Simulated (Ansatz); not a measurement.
Gas-phase electronic energies from Ansatz, PBE0-D4/def2-TZVP geometries. CCSD(T)/CBS is the MP2 limit (def2-TZVPP, def2-QZVPP) plus CCSD(T) − MP2 in def2-TZVPP, frozen cores. Functionals use def2-TZVPP. Each species was taken in one conformer, which may not be the lowest.

Reaction (formal exchange of groups at the Si–C bond): `C[Si](S)(Cl)Cl` + `C=COC` → `CO[Si](S)(Cl)Cl` + `C=CC`

Q: Is it downhill or uphill in electronic energy at CCSD(T)/CBS, and by how much? (Estimate.)

A: Ansatz gave: Downhill: ΔE = -106.6 kJ/mol.

Q: What do these levels give: PBE0-D4, ωB97M-V, B2PLYP, MP2/def2-QZVPP, SCS-MP2/def2-QZVPP, CCSD/CBS(def2)? (Best estimate.)

A: Computed: PBE0-D4 -93.2, ωB97M-V -100.3, B2PLYP -103.4, MP2/def2-QZVPP -107.6, SCS-MP2/def2-QZVPP -110.3, CCSD/CBS(def2) -109.7 kJ/mol.

Largest T1 diagnostic among the species: 0.012.

In def2-TZVPP, CCSD(T) changes the Hartree–Fock value by +13.0 kJ/mol (the triples alone add +3.1 kJ/mol) and MP2 by +11.5 kJ/mol. From PBE to PBE0 (25 % exact exchange), in def2-TZVPP and without D4, ΔE moves by −6.9 kJ/mol.
